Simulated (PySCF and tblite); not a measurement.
Values are calculated unless marked as measured or tabulated.
Stationary points of 2-octynoic acid at GFN2-xTB, in Å:

Structure A

```
 1 C    -2.934    0.445   -1.429
 2 C    -2.374   -0.226   -0.181
 3 C    -1.029    0.371    0.226
 4 C    -0.461   -0.300    1.474
 5 C     0.899    0.289    1.871
 6 C     1.900    0.047    0.865
 7 C     2.716   -0.177    0.008
 8 C     3.679   -0.429   -0.996
 9 O     3.434   -0.985   -2.111
10 O     4.910   -0.130   -0.913
11 H    -3.889    0.004   -1.705
12 H    -3.083    1.508   -1.256
13 H    -2.247    0.327   -2.264
14 H    -2.251   -1.295   -0.369
15 H    -3.084   -0.115    0.642
16 H    -1.152    1.441    0.411
17 H    -0.319    0.256   -0.597
18 H    -1.155   -0.170    2.308
19 H    -0.350   -1.371    1.292
20 H     0.810    1.369    2.018
21 H     1.241   -0.153    2.811
22 H     4.738   -0.706   -2.104
```

Structure B

```
 1 C    -2.860    0.434   -1.587
 2 C    -2.314   -0.247   -0.338
 3 C    -0.995    0.374    0.115
 4 C    -0.452   -0.297    1.373
 5 C     0.889    0.306    1.811
 6 C     1.920    0.090    0.827
 7 C     2.750   -0.117   -0.020
 8 C     3.790   -0.330   -0.984
 9 O     3.310   -0.848   -2.127
10 O     4.955   -0.081   -0.810
11 H    -3.793   -0.029   -1.899
12 H    -3.047    1.489   -1.397
13 H    -2.147    0.355   -2.404
14 H    -2.160   -1.309   -0.542
15 H    -3.048   -0.168    0.468
16 H    -1.147    1.440    0.308
17 H    -0.258    0.283   -0.685
18 H    -1.170   -0.183    2.189
19 H    -0.320   -1.365    1.187
20 H     0.780    1.384    1.966
21 H     1.212   -0.141    2.755
22 H     4.036   -0.981   -2.756
```

Structure C

```
 1 C    -2.990    0.442   -1.505
 2 C    -2.400   -0.226   -0.269
 3 C    -1.051    0.381    0.109
 4 C    -0.452   -0.285    1.345
 5 C     0.925    0.294    1.695
 6 C     1.887    0.030    0.652
 7 C     2.674   -0.210   -0.226
 8 C     3.561   -0.498   -1.315
 9 O     3.207   -0.808   -2.423
10 O     4.850   -0.383   -0.959
11 H    -3.944   -0.009   -1.766
12 H    -3.149    1.503   -1.327
13 H    -2.315    0.334   -2.352
14 H    -2.273   -1.293   -0.460
15 H    -3.094   -0.119    0.569
16 H    -1.177    1.450    0.297
17 H    -0.357    0.269   -0.727
18 H    -1.118   -0.144    2.199
19 H    -0.354   -1.358    1.168
20 H     0.851    1.377    1.831
21 H     1.293   -0.142    2.628
22 H     5.419   -0.585   -1.718
```

Geometries: GFN2-xTB; energies: PBE0/pcSseg-1 + D3(BJ); zero-point and thermal terms from GFN2-xTB harmonic modes (soft modes blended into free rotors).

Problem. Which structure is a saddle point, and along which motion?

Solution. A: one imaginary mode (1774i cm⁻¹ at GFN2-xTB, mostly on H22), along the shift of hydrogen on O10 from O10 to O9.

Problem. Give their symmetry and energies above the lowest.

Solution. A C1, 33.1 kcal/mol; B C1, 0.0 kcal/mol; C C1, 0.0 kcal/mol.

Tunnelling of the moving H, left out here, will speed the real process. In real samples such hydrogens mostly exchange between molecules or through solvent, far faster than by this path. DFT energies on a tight-binding saddle of a bond shift can be off by several kcal/mol.
